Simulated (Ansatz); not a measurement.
Ansatz (a program for electronic structure) input (CCSD(T)/aug-cc-pV(D+d)Z):
A basis named .json is the Basis Set Exchange file of that set.

Ansatz 0.2 input:
```yaml
crystal:
  periodic: [false, false, false]
  atoms:
    - {symbol: C, position_ang: [2.68581447, 0.14960220, -0.68026784]}
    - {symbol: Si, position_ang: [1.43118595, 0.11190276, 0.54956119]}
    - {symbol: N, position_ang: [0.00969991, -0.86564615, 0.07790786]}
    - {symbol: Si, position_ang: [-1.61771621, -0.37943043, 0.12302369]}
    - {symbol: N, position_ang: [-2.08701489, 1.07225709, -0.74089547]}
    - {symbol: H, position_ang: [2.51529251, 0.58018593, -1.66563867]}
    - {symbol: H, position_ang: [3.72812379, 0.15995258, -0.36920604]}
    - {symbol: H, position_ang: [1.98749515, -0.40019256, 1.85215003]}
    - {symbol: H, position_ang: [0.60693540, 1.31906367, 1.02349689]}
    - {symbol: H, position_ang: [0.26133726, -1.64269221, -0.51904801]}
    - {symbol: H, position_ang: [-2.44297491, -1.47563996, -0.46803088]}
    - {symbol: H, position_ang: [-2.10407113, -0.11637390, 1.50389793]}
    - {symbol: H, position_ang: [-1.68717450, 1.90861664, -0.33078236]}
    - {symbol: H, position_ang: [-1.82722202, 1.06857742, -1.72050673]}
basis:
  gaussian:
    orbitals: aug-cc-pV_D+d_Z.json
total_charge: -1
magnetization: {spin_polarized: false}
correlation: {method: ccsd_t, electrons: outside_noble_gas}
output: {forces: true}
```

Output:

```
Functional definition: HF
integrals: 1.24 GiB planned
2143 factors; integrals over basis functions are off by at most 1.0e-3 eV
1.28 GiB of device memory are held for the factors and their scratch space
mean field: 1.39 GiB planned
mean field evaluation 1: about -19857.5364 eV, gradient 4.3e1 eV
mean field evaluation 2: about -19857.5989 eV, gradient 4.3e1 eV
mean field evaluation 4: about -19862.6753 eV, gradient 4.4e0 eV
mean field evaluation 8: about -19862.7564 eV, gradient 2.4e-1 eV
mean field evaluation 16: about -19862.5872 eV, gradient 4.3e0 eV
mean field -19862.75689665 eV, -729.9428524916 hartree, gradient 3.5e-6 eV, S^2 0.000000; 0 other end points of the search recorded, 0 dependent functions left out
13 core orbitals not correlated
reference -19862.75689665 eV, -729.9428524916 hartree; 16, 16 occupied and 185, 185 virtual orbitals, 2143 factors
densities: 9.22 GiB planned
second order -20.44100763 eV of doubles, -0.00000000 eV of singles
coupled cluster: 6.89 GiB planned
cycle   1  -21.40267901 eV  change   -9.6e-1 eV  update   1.1e-1
cycle   2  -21.98053863 eV  change   -5.8e-1 eV  update   3.3e-2
cycle   3  -22.11659960 eV  change   -1.4e-1 eV  update   1.9e-2
cycle   4  -22.11327146 eV  change    3.3e-3 eV  update   5.7e-3
cycle   5  -22.11009179 eV  change    3.2e-3 eV  update   3.6e-3
cycle   6  -22.11065278 eV  change   -5.6e-4 eV  update   1.5e-3
cycle   7  -22.11075756 eV  change   -1.0e-4 eV  update   8.2e-4
cycle   8  -22.11056125 eV  change    2.0e-4 eV  update   4.0e-4
cycle   9  -22.11055663 eV  change    4.6e-6 eV  update   1.6e-4
cycle  10  -22.11067690 eV  change   -1.2e-4 eV  update   8.1e-5
cycle  11  -22.11060950 eV  change    6.7e-5 eV  update   4.1e-5
cycle  12  -22.11060762 eV  change    1.9e-6 eV  update   2.0e-5
cycle  13  -22.11060856 eV  change   -9.4e-7 eV  update   1.0e-5
cycle  14  -22.11060425 eV  change    4.3e-6 eV  update   5.0e-6
cycle  15  -22.11060543 eV  change   -1.2e-6 eV  update   2.5e-6
perturbative correction -0.78396955 eV, -0.0288103497 hartree
the calculation of the forces begins
1.28 GiB of device memory are held for the factors and their scratch space
Total energy: -19885.65147163 eV, -730.7842126038 hartree
Atom 0 at     2.685814     0.149602    -0.680268 Å, force     0.094522    -0.140048    -0.171268 eV/Å
Atom 1 at     1.431186     0.111903     0.549561 Å, force    -0.142785     0.214928     0.571867 eV/Å
Atom 2 at     0.009700    -0.865646     0.077908 Å, force     0.221515    -0.193653     0.089169 eV/Å
Atom 3 at    -1.617716    -0.379430     0.123024 Å, force    -0.420209    -0.182085     0.166079 eV/Å
Atom 4 at    -2.087015     1.072257    -0.740895 Å, force    -0.454419     0.079997     0.013435 eV/Å
Atom 5 at     2.515293     0.580186    -1.665639 Å, force    -0.089785     0.199756    -0.516564 eV/Å
Atom 6 at     3.728124     0.159953    -0.369206 Å, force     0.535244    -0.017319     0.164424 eV/Å
Atom 7 at     1.987495    -0.400193     1.852150 Å, force     0.058118    -0.033462     0.095123 eV/Å
Atom 8 at     0.606935     1.319064     1.023497 Å, force    -0.052249     0.072291     0.024542 eV/Å
Atom 9 at     0.261337    -1.642692    -0.519048 Å, force     0.071413    -0.346865    -0.250401 eV/Å
Atom 10 at    -2.442975    -1.475640    -0.468031 Å, force    -0.067676    -0.084901    -0.046439 eV/Å
Atom 11 at    -2.104071    -0.116374     1.503898 Å, force    -0.029337     0.047982     0.121511 eV/Å
Atom 12 at    -1.687175     1.908617    -0.330782 Å, force     0.163624     0.358396     0.134435 eV/Å
Atom 13 at    -1.827222     1.068577    -1.720507 Å, force     0.112024     0.024983    -0.395913 eV/Å
Dipole moment:    -1.177144     0.012630    -0.120121 e Å
```

It need not be the lowest isomer of its formula. Whether it binds its extra electron was not tested at this geometry.
